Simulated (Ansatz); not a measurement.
Relaxation of Cl$_{3}$GaH (5 atoms, charge 0, multiplicity 2), to a largest force component of 0.03 eV/Å in at most 50 steps.

The calculation used UHF/def2-SVP in Ansatz 0.2.0.

```xyz
5
Properties=species:S:1:pos:R:3:forces:R:3
Ga 0.000 0.000 -0.316 0.00 0.00 -0.26
H 0.000 0.000 2.460 0.00 0.00 1.65
Cl 1.858 0.000 -1.427 -0.05 0.00 0.04
Cl -1.858 0.000 -1.427 0.05 0.00 0.04
Cl 0.000 0.000 3.781 0.00 0.00 -1.47
```

**Question.** Where does it end, and by what steps?

**Answer.** The forces met the threshold. The force dipped under the threshold on the way, but the program's further checks kept it going. After 9 steps the energy has fallen by 0.131 eV; H2 moved furthest, 1.72 Å.

```json
{"step": "0", "energy less start (eV)": "0.0000", "largest force component (eV/Å)": "1.647", "accepted": "yes"}
{"step": "1", "energy less start (eV)": "-0.0765", "largest force component (eV/Å)": "0.654", "accepted": "yes"}
{"step": "2", "energy less start (eV)": "-0.1014", "largest force component (eV/Å)": "0.081", "accepted": "yes"}
{"step": "3", "energy less start (eV)": "-0.1116", "largest force component (eV/Å)": "0.033", "accepted": "yes"}
{"step": "4", "energy less start (eV)": "-0.1171", "largest force component (eV/Å)": "0.030", "accepted": "yes"}
{"step": "5", "energy less start (eV)": "-0.1204", "largest force component (eV/Å)": "0.050", "accepted": "yes"}
{"step": "6", "energy less start (eV)": "-0.1234", "largest force component (eV/Å)": "0.036", "accepted": "yes"}
{"step": "7", "energy less start (eV)": "-0.1261", "largest force component (eV/Å)": "0.007", "accepted": "yes"}
{"step": "8", "energy less start (eV)": "-0.1286", "largest force component (eV/Å)": "0.008", "accepted": "yes"}
{"step": "9", "energy less start (eV)": "-0.1308", "largest force component (eV/Å)": "0.005", "accepted": "yes"}
```

```xyz
5
Properties=species:S:1:pos:R:3
Ga 0.000 0.000 -1.439
H 0.000 0.000 4.181
Cl 1.854 0.000 -2.562
Cl -1.854 0.000 -2.562
Cl 0.000 0.000 5.453
```

Whether the end is a true minimum wasn't checked by a vibrational analysis.

Run time: 10 s on 2 threads of Intel(R) Xeon(R) 6975P-C (Granite Rapids), on a shared host, peak memory 0.3 GiB.
